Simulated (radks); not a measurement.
The numbers below are computed, except where a source is named.
Pd IV, 43 electrons, occupied as [Kr] 4d7. Level of theory: Dirac Kohn-Sham, HCTH/407, spin-unpolarised, spherical densities, finite nucleus; open shells fill j = l - 1/2 first; Fermi nuclear charge, rms radius 4.5318 fm (a radial shooting solver on a logarithmic mesh with Libxc functionals).

Radial electron density D(r) = 4 pi r^2 rho(r):

```
   r/bohr * D(r) (the largest magnitude, 73.6, reaches the edge; | marks zero)
 0.002569 |   *
 0.002967 |     *
 0.003399 |      *
 0.003926 |        *
 0.004534 |          *
 0.005236 |            *
 0.006047 |               *
 0.006984 |                  *
 0.008001 |                      *
 0.009241 |                          *
  0.01067 |                              *
  0.01232 |                                  *
  0.01423 |                                     *
  0.01631 |                                        *
  0.01883 |                                          *
  0.02175 |                                           *
  0.02512 |                                           *
  0.02901 |                                          *
  0.03324 |                                        *
  0.03838 |                                      *
  0.04433 |                                     *
  0.05119 |                                      *
  0.05912 |                                         *
  0.06774 |                                             *
  0.07823 |                                                  *
  0.09034 |                                                      *
   0.1043 |                                                      *
   0.1205 |                                                   *
   0.1392 |                                             *
   0.1594 |                                       *
   0.1841 |                                    *
   0.2126 |                                    *
   0.2456 |                                        *
   0.2836 |                                           *
   0.3249 |                                          *
   0.3753 |                                    *
   0.4334 |                           *
   0.5005 |                  *
    0.578 |            *
   0.6622 |           *
   0.7648 |           *
   0.8832 |            *
     1.02 |           *
    1.178 |         *
     1.35 |      *
    1.559 |   *
      1.8 | *
    2.079 |*
    2.401 |*
    2.773 *
    3.177 *
    3.669 *
    4.237 *
    4.893 *
```

D(r) has 4 maxima, at r = 0.0225, 0.0987, 0.298, 0.890 bohr, and minima at 0.0447, 0.193, 0.678 bohr, inside which lie 2.05, 11.14, 29.08 electrons.
